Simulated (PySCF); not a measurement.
BeBrI, SMILES [Be]([Br])[I].

Geometry: B3LYP-D3(BJ)/def2-TZVP. The def2 effective core potentials stand for the cores of I; spin–orbit coupling is left out.

Computed with B3LYP-D3(BJ)/def2-TZVP (PySCF 2.14.0).

Frequencies are harmonic and unscaled.

Modes within 1.5 cm⁻¹ of each other (mostly degenerate sets) share a row, with their intensities summed.

```csv
mode,ν (cm⁻¹),IR (km/mol),Raman (Å⁴/amu),depolarisation,moving atoms (share of kinetic energy)
1–2,192,33.2,0.7,0.75,Be 95 %
3,200,0.0,4.9,0.12,"Br 60 %, I 40 %"
4,934,395.1,0.1,0.10,Be 95 %
```
